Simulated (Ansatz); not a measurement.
System: sum formula SiN₂H₄Cl (charge 0, doublet). It need not be the lowest isomer of its formula. 
Structure (B3LYP-D3(BJ)/def2-TZVP (Ansatz, a quantum-chemistry and plane-wave program) minimum search):
```
Si
N 1 1.7085
H 2 1.0070 1 121.16
H 2 1.0107 3 112.35 1 153.64
N 1 1.7172 2 105.89 3 -166.81
H 5 1.0083 1 119.99 2 -158.79
H 5 1.0091 6 111.98 1 147.65
Cl 1 2.1058 2 116.60 3 78.06
```
Charge 0, spin multiplicity 2.

Quantity: atomisation energy (electronic, to ground-state atoms), in kcal/mol. Cores are frozen in the correlated levels unless marked. Open shells are spin-unrestricted. Spin-orbit coupling is left out. No relativistic terms. The coupled-cluster limit lacks core correlation, which all-electron functionals hold. CBS(X,Y): correlation extrapolated as X^-3; Hartree-Fock from the larger set.

| level | program | atomisation energy (kcal/mol) |
|---|---|---|
| BHLYP/def2-TZVPD | Ansatz | 613.9 |
| HSE06/def2-TZVPD | Ansatz | 637.1 |
| B2PLYP-D3(BJ)/def2-TZVPD | Ansatz + dftd3 | 634.4 |
| RPA@PBE/cc-pV(T+d)Z | Ansatz | ___ |
| SCS-MP2/STO-3G | Ansatz | 528.1 |
| CCSD(T)/CBS(aug-cc-pV(T+d)Z,aug-cc-pV(Q+d)Z) | Ansatz | ___ |

What belongs in the gaps?


- RPA@PBE/cc-pV(T+d)Z, atomisation energy (kcal/mol): 590.6
- CCSD(T)/CBS(aug-cc-pV(T+d)Z,aug-cc-pV(Q+d)Z), atomisation energy (kcal/mol): 641.5
